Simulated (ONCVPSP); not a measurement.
## Se (Z = 34): excitation energies, all-electron against ONCV

ONCVPSP 4.0.1 input, shortened (lines: element, Z, core and valence counts, functional; n l f; lmax; l rc ep ncon nbas qcut; lloc lpopt rc5 dvloc0; l nproj debl; icmod fcfact rcfact), PBEsol, fully relativistic:

```
  Se 34.00    3    5  -116133      upf
    1    0    2.00
    2    0    2.00
    2    1    6.00
    3    0    2.00
    3    1    6.00
    3    2   10.00
    4    0    2.00
    4    1    3.75
    2
    0    1.05    0.00    3    8   12.50
    1    0.80    0.00    4    8   18.20
    2    0.55    0.00    4    8   17.10
    2    5    0.55    0.00
    0    2    1.40
    1    2    0.90
    2    0    0.30
    0    0.00    0.00
```

Open shells are filled in proportion to 2j + 1.

Energies are relative to the spin-unpolarised reference configuration 3s2 3p6 3d10 4s2 4p3.75; without spin polarisation the order of configurations can differ from experiment. The d channel is local and has no spin–orbit splitting in the pseudo-atom.

| valence configuration | charge | ΔE all-electron (eV) | error AE − PS (meV) |
| --- | --- | --- | --- |
| 3s2 3p6 3d10 4s2 4p4 | 0 | -1.888 | -0.3 |
| 3s2 3p6 3d10 4s2 4p3 | +1 | 8.966 | +1.3 |
| 3s2 3p6 3d10 4s2 4p2 | +2 | 29.338 | +3.8 |
| 3s2 3p6 3d10 4s0 4p6 | 0 | 20.077 | -1.8 |

The potential misses its own reference levels by up to 0.5 eV.
